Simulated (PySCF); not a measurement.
## [Er(O2)2]− at several levels of theory

Computed with PySCF 2.14.0 (density fitting, no spin-orbit coupling) at the geometry relaxed with r2SCAN:

```xyz
5
[Er(O2)2]− (singlet in the valence; each metal's 4f electrons, 11 of them, lie in its core potential, out of spins and levels)
Er    0.0000    0.0000    0.0000
O     0.5385    0.5385    1.9666
O    -0.5385   -0.5385    1.9666
O     0.5385   -0.5385   -1.9666
O    -0.5385    0.5385   -1.9666
```

| level | basis | state | HOMO (eV) | gap (eV) | charge on Er1 (e) | population of f-type functions on Er1 (polarisation alone where 4f lies in the core) | dipole about the centre of mass (D) | largest force component (eV/Å) |
| --- | --- | --- | --- | --- | --- | --- | --- | --- |
| r2SCAN | Er lcecp-1-SVP with ECP57, O def2-SVP | singlet | 0.75 | 1.77 | 0.80 | 0.08 | 0.00 | 0.01 |
| PBE | the same | singlet | 1.04 | 1.15 | 0.59 | 0.08 | 0.00 | 0.10 |
| BP86 | the same | singlet | 0.93 | 1.25 | 0.60 | 0.08 | 0.00 | 0.18 |
| M06-L | the same | singlet | 0.98 | 2.49 | 0.97 | 0.08 | 0.00 | 0.12 |
| r2SCAN | Er lcecp-1-TZVP with ECP57, O def2-TZVP | singlet | 0.41 | 2.03 | 1.27 | 0.09 | 0.00 | 0.06 |

In the lcecp rows the 4f levels are missing from HOMO and gap, and the state counts the valence alone.

Charges are Mulliken's, which hang on the basis. The relaxation used the grid (50, 194), these runs (75, 302) or, all-electron (x2c bases, spin-free X2C Hamiltonian), (99, 590).

**Question.** What does TPSSh with Er lcecp-1-SVP with ECP57, O def2-SVP give here?

**Answer.** state singlet, HOMO (eV) 0.36, gap (eV) 2.31, charge on Er1 (e) 0.80, population of f-type functions on Er1 (polarisation alone where 4f lies in the core) 0.08, dipole about the centre of mass (D) 0.00, largest force component (eV/Å) 0.08. Time: 4.8 s on 2 threads of Arm Neoverse V1, on a shared host, from an already converged density.

No frequency check is given that shows the relaxed geometry to be a minimum. An lcecp potential fixes the number of 4f electrons, so in runs with it no electron can move into or out of that shell.

The highest filled level of some runs lies above zero, as often for anions with such functionals and bases.
